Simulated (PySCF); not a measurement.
# Ionisation energy of Pm⁵⁹⁺ by level of theory

Pm⁵⁹⁺ 1s2 → Pm⁶⁰⁺ 1s1 [1s1/2^1, M_J = 1/2], as a difference of total energies. All numbers are calculated (PySCF 2.14, the two-component X2C-1e Hamiltonian, in an uncontracted even-tempered set (15 s from 160 bohr⁻², ratio 2.4; 11 p from 210 bohr⁻², ratio 2.4; 3 d from 660 bohr⁻², ratio 2.6; 3 f from 990 bohr⁻², ratio 2.6)). Correlated levels: nothing frozen; the 30 highest virtual spinors dropped. "Screened" scales the spin-orbit matrix elements by Boettger's factors to mimic the two-electron term; Breit and QED terms are absent.

```
                    method  ionisation energy (eV)
 GHF (screened spin-orbit)                 52248.8
GMP2 (screened spin-orbit)                 52250.5
```

For this ion Breit and QED terms and the two-electron picture change, all absent here, outweigh the correlation shift from GHF to GMP2.

For comparison: 52144.29 ± 0.06 eV (theoretical estimate listed by NIST; NIST Atomic Spectra Database, ionization energies).
